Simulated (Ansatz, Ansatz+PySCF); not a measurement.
```xyz
6

C    -0.4092    0.0588   -0.6460
C     0.7357   -0.3801   -0.1195
C    -0.2945    0.2786    0.7751
H    -1.1308    0.0857   -1.5293
H     1.8242   -0.5215   -0.2194
H    -0.3241    1.1537    1.5174
```

Basis set: def2-SVP (spherical functions). Correlated methods keep 3 orbitals frozen. Charge 0, multiplicity 2.

Computed with Ansatz (development build ahead of 0.2.0); each method stands on the lowest determinant of its kind that the runs found.

(1) Give the atomization energy at this shape (free ground-state atoms in the same class of orbitals less the molecule, no zero-point energy) of doublet C₃H₃ by PBE0 (unrestricted), UHF-MP2, UHF.

Answers

(1)

```csv
method,atomization energy
PBE0 (unrestricted),25.40 eV
UHF-MP2,23.77 eV
UHF,18.03 eV
```

Caution: the shape is not the minimum. Caution for UHF-MP2, UHF: the unrestricted determinant is spin contaminated.
